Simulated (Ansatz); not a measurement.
`BCC(C)C` + H₂Se → `B[SeH]` + `CC(C)C` at 700 K and 1 bar (ligand exchange at a B–C bond).

Gas-phase electronic energies from Ansatz, PBE0-D4/def2-TZVP geometries. CCSD(T)/CBS adds triple-zeta CCSD(T) − MP2 to the extrapolated MP2 energy (def2 sets, frozen cores). For Se outer-core shells are correlated without core-valence functions, which leaves a few kJ/mol of doubt a bond. Scalar relativity is left out up to krypton. One conformer a species, not always the lowest.

```tsv
species	CCSD(T)/CBS energy (Eh)	H − E (kJ/mol)	S (J/(mol·K))
`BCC(C)C`	-183.61500	463.2	480.7
H₂Se	-2401.89790	61.1	251.1
`B[SeH]`	-2427.30556	113.4	312.4
`CC(C)C`	-158.24397	420.1	408.8
```

H − E and S are ideal-gas, rigid-rotor, harmonic terms from PBE0-D4/def2-TZVP, for one conformer and one mirror image of each species. 1 Eh = 2625.50 kJ/mol, R = 8.31446 J/(mol·K).

Question: By hand: ΔE, ΔH, ΔS and ΔG.

Answer: ΔE = (-2427.30556) + (-158.24397) − (-183.61500) − (-2401.89790) = -0.03663 Eh = -96.2 kJ/mol. Δ(H − E) = 113.4 + 420.1 − 463.2 − 61.1 = 9.2, so ΔH = -87.0 kJ/mol. ΔS = 312.4 + 408.8 − 480.7 − 251.1 = -10.6 J/(mol·K). ΔG = -87.0 − 700 × (-10.6)/1000 = -79.6 kJ/mol.

Question: By hand: the equilibrium constant, and the temperature at which ΔG would vanish if ΔH and ΔS stayed fixed.

Answer: log₁₀ K = −ΔG/(RT ln 10) = 5.9. ΔG = 0 at ΔH/ΔS = 8208 K, far beyond where these terms or the molecules hold.

The number of gas molecules stays the same, so ΔS is small and ΔH decides. A doubt of 5 kJ/mol in ΔE shifts log₁₀ K by 0.4 here. Other conformers and mirror images would add mixing entropy, several J/(mol·K) or more a flexible species. These are equilibria of isolated gas molecules and say nothing of rates. Largest T1 diagnostic: 0.013 (customary marks: 0.02 for closed shells, 0.045 for open ones).
